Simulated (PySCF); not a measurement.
## Fractional electron number in Hf (hafnium, neutral)

The 5d alpha orbital of [Xe] 4f14 5d2 6s2 is emptied in steps (occupation f), with all orbitals relaxed, ending at [Xe] 4f14 5d1 6s2. Computed with PySCF 2.14 in def2-SVP with the def2 core potential (60 electrons) (6s3p2d1f, 32 functions), with scalar relativity through the core potential. The exact energy is a straight line in f; departures are measured from the line between the end points of the same method.

```csv
f,HSE06 (eV)
1,0.000
0.9,-0.242
0.7,-0.553
0.5,-0.634
0.3,-0.498
0.1,-0.198
0,0.000
```

Q: For HSE06, how does the orbital energy at f = 1 compare with the removal energy?

A: −ε = 4.038 eV against a total-energy difference of 6.738 eV. By Janak's theorem ε = ∂E/∂f, so the gap between them reflects the curvature. Along the path −ε is 4.605 (f = 0.9), 5.758 (f = 0.7), 6.900 (f = 0.5), 7.880 (f = 0.3), 8.557 (f = 0.1) eV.

Reference removal energy between the ground levels: 6.825 eV (measured; NIST Atomic Spectra Database, ionization energies). The calculation has no spin-orbit coupling.
